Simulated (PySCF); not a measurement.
H2P, doublet, geometry from GFN2-xTB; DF-PBE0/def2-TZVPPD (PySCF).

The PySCF input:
```python
from pyscf import gto, scf, dft

mol = gto.Mole()
mol.atom = '''
    P     0.003008   -0.000801    0.114347
    H    -0.022380    1.002212   -0.850635
    H    -0.022740   -0.990204   -0.864575
'''
mol.basis = 'def2-tzvppd'
mol.charge = 0
mol.spin = 1
mol.verbose = 4
mol.max_memory = 1800
mol.build()

mf = dft.UKS(mol)
mf.xc = 'pbe0'
mf = mf.density_fit(auxbasis='def2-universal-jkfit')
mf.kernel()
```

Predict the main parts of the log of this PySCF run.


```
PySCF version 2.14.0

[INPUT] verbose = 4
[INPUT] num. atoms = 3
[INPUT] num. electrons = 17
[INPUT] charge = 0
[INPUT] spin (= nelec alpha-beta = 2S) = 1
[INPUT] symmetry False subgroup None
[INPUT] Mole.unit = angstrom
[INPUT] Symbol           X                Y                Z      unit          X                Y                Z       unit  Magmom
[INPUT]  1 P      0.003008000000  -0.000801000000   0.114347000000 AA    0.005684296183  -0.001513670626   0.216084513166 Bohr   0.0
[INPUT]  2 H     -0.022380000000   1.002212000000  -0.850635000000 AA   -0.042292070668   1.893906198753  -1.607467181969 Bohr   0.0
[INPUT]  3 H     -0.022740000000  -0.990204000000  -0.864575000000 AA   -0.042972372073  -1.871214367449  -1.633809964146 Bohr   0.0

nuclear repulsion = 11.6696651646387
number of shells = 30
number of NR pGTOs = 107
number of NR cGTOs = 82
basis = def2-tzvppd
ecp = {}

******** <class 'pyscf.df.df_jk.DFUKS'> ********
method = DFUKS
initial guess = minao
damping factor = 0
level_shift factor = 0
DIIS = <class 'pyscf.scf.diis.CDIIS'>
diis_start_cycle = 1
diis_space = 8
diis_damp = 0
SCF conv_tol = 1e-09
SCF conv_tol_grad = None
SCF max_cycles = 50
direct_scf = False
number electrons alpha = 9  beta = 8
XC library pyscf.dft.libxc version 7.1.2
    S. Lehtola, C. Steigemann, M. J. T. Oliveira, and M. A. L. Marques,  SoftwareX 7, 1–5 (2018)
XC functionals = pbe0
    C. Adamo and V. Barone,  J. Chem. Phys. 110, 6158 (1999)
    M. Ernzerhof and G. E. Scuseria,  J. Chem. Phys. 110, 5029 (1999)
radial grids:
    Treutler-Ahlrichs [JCP 102, 346 (1995); DOI:10.1063/1.469408] (M4) radial grids

becke partition: Becke, JCP 88, 2547 (1988); DOI:10.1063/1.454033
pruning grids: <function nwchem_prune>
grids dens level: 3
symmetrized grids: False
atomic radii adjust function: <function treutler_atomic_radii_adjust>
small_rho_cutoff = 0
Set gradient conv threshold to 3.16228e-05
tot grids = 38800
******** <class 'pyscf.df.df.DF'> ********
auxbasis = def2-universal-jkfit
init E= -342.230474823969

cycle= 1 E= -342.377319106418  delta_E= -0.147  |g|= 0.0786  |ddm|= 0.861
cycle= 2 E= -342.380534961723  delta_E= -0.00322  |g|= 0.0218  |ddm|= 0.101
cycle= 3 E= -342.380772905565  delta_E= -0.000238  |g|= 0.00657  |ddm|= 0.0222
cycle= 4 E= -342.380811520418  delta_E= -3.86e-05  |g|= 0.00363  |ddm|= 0.0113
cycle= 5 E= -342.380819861085  delta_E= -8.34e-06  |g|= 0.000503  |ddm|= 0.00355
cycle= 6 E= -342.380820153804  delta_E= -2.93e-07  |g|= 0.000107  |ddm|= 0.000931
cycle= 7 E= -342.380820166657  delta_E= -1.29e-08  |g|= 4.07e-05  |ddm|= 0.000186
cycle= 8 E= -342.380820168025  delta_E= -1.37e-09  |g|= 7.46e-06  |ddm|= 5.52e-05
cycle= 9 E= -342.380820168096  delta_E= -7.13e-11  |g|= 1.44e-06  |ddm|= 1.51e-05
Extra cycle  E= -342.380820168099  delta_E= -3.13e-12  |g|= 8.22e-07  |ddm|= 2.77e-06
converged SCF energy = -342.380820168099  <S^2> = 0.75725733  2S+1 = 2.0072442
```
